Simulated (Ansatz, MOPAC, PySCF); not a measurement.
System: AlOCl (charge 0, singlet). SMILES: [O]=[Al][Cl]
Structure (B3LYP-D3(BJ)/def2-TZVP (Ansatz, a quantum-chemistry and plane-wave program) minimum search):
```
Al
O 1 1.5967
Cl 1 2.0671 2 180.00
```
Charge 0, spin multiplicity 1.

Quantity: vertical ionisation energy to the doublet, in eV. Conventions: non-relativistic; UHF or UKS for open shells; each state is the SCF solution reached for its charge and spin; six Cartesian d functions in 6-31G* and its kin unless marked 5d; 6-311+G** with 5d, 6d on Na to Ar in Ansatz; frozen cores in correlated levels; dispersion terms only where a functional's name holds one; spin-orbit terms left out. CBS(X,Y): correlation extrapolated as X^-3; Hartree-Fock from the larger set. [CCSD(T)-MP2]/basis is that difference in the basis named. Ab initio and DFT rows: single points at B3LYP-D3(BJ) geometries (Ansatz). Semi-empirical rows: differences of heats of formation at the shared geometry for vertical values.

Coupled cluster (Ansatz) is a level with limits of its own, used here on species with T1 under 0.025 (0.045 for open shells) and stable references: RI-MP2/CBS(aug-cc-pV(T+d)Z,aug-cc-pV(Q+d)Z)+[CCSD(T)-MP2]/aug-cc-pV(T+d)Z.

Value to compare with, RI-MP2/CBS(aug-cc-pV(T+d)Z,aug-cc-pV(Q+d)Z)+[CCSD(T)-MP2]/aug-cc-pV(T+d)Z (Ansatz): 10.37 eV.

```csv
level,program,vertical ionisation energy to the doublet (eV),difference
AM1,MOPAC,10.34,-0.03
PM6,MOPAC,10.11,-0.26
HF/6-31G*,Ansatz,8.05,-2.32
HF/6-311+G**,Ansatz,8.16,-2.21
PBE/6-31G*,Ansatz,10.38,0.01
PBE/6-311+G**,Ansatz,10.53,0.16
B3LYP/6-31G*,Ansatz,10.19,-0.18
B3LYP/6-311+G**,Ansatz,10.37,0.00
M06-2X/6-31G* (5d),PySCF,10.14,-0.23
MP2/6-31G*,Ansatz,10.30,-0.07
PBE0/def2-TZVPD,Ansatz,10.07,-0.30
wB97X-V/def2-TZVPD,Ansatz,10.09,-0.28
```

Among the 10 habitual levels, HF/6-31G* lies farthest from RI-MP2/CBS(aug-cc-pV(T+d)Z,aug-cc-pV(Q+d)Z)+[CCSD(T)-MP2]/aug-cc-pV(T+d)Z (Ansatz) (-2.32 eV); 2 of 10 lie above it, and their mean absolute difference is 0.55 eV, the median 0.17. One case shows no general order.

The levels are drawn from those run, B3LYP/6-31G* more often than the rest, none by its result; left out are runs that failed, that the program found above a lower state of the same kind, or whose <S^2> lies over 0.5 above the pure value.
